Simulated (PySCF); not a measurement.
# Structure from NMR data

An unknown has the formula C6H15P3. Its calculated NMR data are:

$^{1}$H NMR (400 MHz, computed): δ 2.33 (m, 2H), 1.78 (m, 4H), 1.77 (m, 4H), 1.39 (m, 2H), 1.14 (m, 3H).

$^{13}$C{$^{1}$H} NMR (computed): δ 30.7, 30.7, 29.6, 12.0.

Theoretical values (PySCF 2.14.0 with density-fitted response routines): shieldings: GIAO PBE0/pcSseg-1, geometry: GFN2-xTB. In vacuum, fast rotation and ring inversion assumed for equivalent nuclei, non-relativistic, a single conformation.

References, each an isolated molecule treated in the same way: $^{1}$H (31.72 ppm) and $^{13}$C (186.93 ppm) against TMS.

**Question.** Deduce the structure.

**Answer.** 
4 carbon signals for 6 carbons: some carbons are equivalent by symmetry or fast rotation. Carbon types of the structure: 5 × CH2, 1 × CH3, leaving 2 H on heteroatoms. δC 30.7, 30.7, 29.6: sp3 CH2 bonded to P. δC 12.0: methyl carbon; a saturated carbon with 1 carbon neighbour and no heteroatom attached. δH 2.33: hydrogen on a phosphorus bonded to P. δH 1.78, 1.77, 1.39: hydrogen on an sp3 CH2 bonded to P. δH 1.14: hydrogen on a methyl carbon.

These data were computed for `CCP1CCP(P)CC1`.

This is the structure that produced the data.

Splittings by $^{31}$P in the carbon and heteronuclear signals aren't shown, as no couplings were computed. Shifts are as computed. Against solution values, carbons near 30 ppm lie about +3 ppm off and those near 130 ppm about +5 ppm. Of 1211 compounds with measured shifts, 218 miss one by over three times the rms of a fit or turn the order of signals round; such compounds aren't used in these exercises. No couplings were computed; multiplicities are counted from neighbouring protons, with m where these are inequivalent, close in shift, in a saturated or five-membered ring or joined by F or P, and br s for small geminal =CH2 splittings.
